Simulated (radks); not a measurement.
The numbers below are computed, except where a source is named.
Isoelectronic series with 40 electrons, each ion in its NIST ground configuration. Code: a radial shooting solver on a logarithmic mesh with Libxc functionals. Model: scalar-relativistic Kohn-Sham, r2SCAN, spin-polarised, spherical densities, finite nucleus; open shells are filled with parallel spins first (spin-orbit coupling, left out, can overturn this in heavy ions); meta-GGA in the generalised Kohn-Sham scheme; Fermi nuclear charge, rms radius of each element as measured or else 0.836 A^(1/3) + 0.57 fm. Total energies (hartree) and orbital eigenvalues (Ry) (* marks an orbital that is empty in some or all of the ions):

ion    configuration  E (hartree)      4d up     5s up*    4p down
Zr      [Kr] 4d2 5s2  -3599.06041   -0.30639   -0.35755   -2.39893
Nb+         [Kr] 4d4  -3820.00512   -0.74907   -0.71010   -2.92991
Mo2+        [Kr] 4d4  -4048.47279   -1.62450   -1.31081   -4.08358
Tc3+        [Kr] 4d4  -4284.40231   -2.69990   -2.03748   -5.44533
Ru4+        [Kr] 4d4  -4527.79612   -3.94828   -2.87639   -6.98327
Rh5+        [Kr] 4d4  -4778.67527   -5.35574   -3.82011   -8.68216
Pd6+        [Kr] 4d4  -5037.06109   -6.91408   -4.86410  -10.53352
Ag7+        [Kr] 4d4  -5302.98358   -8.61798   -6.00536  -12.53211
Cd8+        [Kr] 4d4  -5576.47093  -10.46374   -7.24181  -14.67448
In9+        [Kr] 4d4  -5857.56255  -12.44867   -8.57200  -16.95820
Sn10+       [Kr] 4d4  -6146.29074  -14.57074   -9.99487  -19.38155
Sb11+       [Kr] 4d4  -6442.69643  -16.82838  -11.50966  -21.94328

4d up drops below 5s up between Zr and Nb+.
